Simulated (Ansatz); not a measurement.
`[CH3][Ga]([CH3])[C]#N` + H₂O → `[CH3][Ga]([CH3])[OH]` + `C#N`  (formal hydrolysis of a Ga–C bond)

Isolated molecules relaxed with PBE0-D4/def2-TZVP in Ansatz; ΔE leaves out vibrations. CCSD(T)/CBS is the MP2 limit (def2-TZVPP, def2-QZVPP) plus CCSD(T) − MP2 in def2-TZVPP, frozen cores. This one scheme is used for every species. For Ga outer-core shells are correlated without core-valence functions, which leaves a few kJ/mol of doubt a bond. Scalar relativity is left out up to krypton. One conformer a species, not always the lowest.

```
                species  CCSD(T)/CBS(def2) energy (Eh)
`[CH3][Ga]([CH3])[C]#N`                    -2096.42071
                    H₂O                      -76.37941
 `[CH3][Ga]([CH3])[OH]`                    -2079.48242
                  `C#N`                      -93.32098
```

Task: Work out ΔE.

Result: ΔE = (-2079.48242) + (-93.32098) − (-2096.42071) − (-76.37941) = -0.00328 Eh = -0.09 eV.

Largest T1 diagnostic among the species: 0.014.

From BLYP to BHLYP (50 % exact exchange), in def2-TZVPP and without D4, ΔE moves by +0.10 eV. At CCSD(T), def2-SVP lies −0.15 eV from the extrapolated value and def2-TZVPP −0.00 eV.
